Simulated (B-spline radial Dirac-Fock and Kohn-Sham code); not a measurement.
## Run log: Ar

ΔSCF core binding energies without Breit or QED terms, calculated with a B-spline atomic structure program. Keys: rel is the Hamiltonian (dirac, or spin-free x2c and nr, where L3 and M5 stand for the whole 2p and 3d shells), method is hf or an exchange,correlation pair (spin-unpolarised, also for the hole states), nuc the nuclear model, radius_factor scales its radius, rmax is the box in bohr, h the logarithmic mesh step, order the B-spline order, points the quadrature points per cell, c_factor scales the speed of light, and damp, ndamp, maxit and tol steer the iteration. The run stops when the commutator error falls below 10·tol·max(1, Z/10), or the numerical noise floor, and the energy has settled to about 1e-8 Ha; the virial ratio is −V/T.

Input (task.json):

```json
{"items": [{"Z": 18, "q": 0, "cfg": [[1, 0, 2], [2, 0, 2], [2, 1, 6], [3, 0, 2], [3, 1, 6]], "A": 40, "rrms": 3.4274, "do": "settings", "holes": ["K", "L3", "M5"],
  "settings": [{"rel": "dirac", "method": "hf", "nuc": "fermi", "radius_factor": 1.0, "rmax": 45.0, "h": 0.3, "order": 8, "points": 10, "c_factor": 1.0, "maxit": 95, "damp": 0.5, "ndamp": 3, "tol": 1e-14}]}]}
```

Command: `python xray2_run.py task.json out`

Ground-state iterations:

```
iter   energy (Ha)        error
   1     -526.66061097  6.85e-01
   2     -528.38219937  1.16e-01
   3     -528.64520284  4.36e-02
   4     -528.67846043  1.68e-02
   5     -528.68333006  3.89e-03
   6     -528.68375379  3.51e-04
   7     -528.68376237  1.14e-04
   8     -528.68376273  9.34e-06
   9     -528.68376273  4.77e-07
  10     -528.68376273  5.56e-08
```

The ground state converged in 10 iterations, with total energy -528.68376 Ha, virial ratio 1.99293 and highest orbital energy -16.00 eV. ΔSCF binding energies: K (1s) 3209.2 eV, L3 (2p3/2) 248.3 eV. Holes are computed only in closed shells, and unreliable hole states are left out.

One setting is outside the advised range (tolerance below the noise), but here it does no visible harm: the result matches the run with default settings.
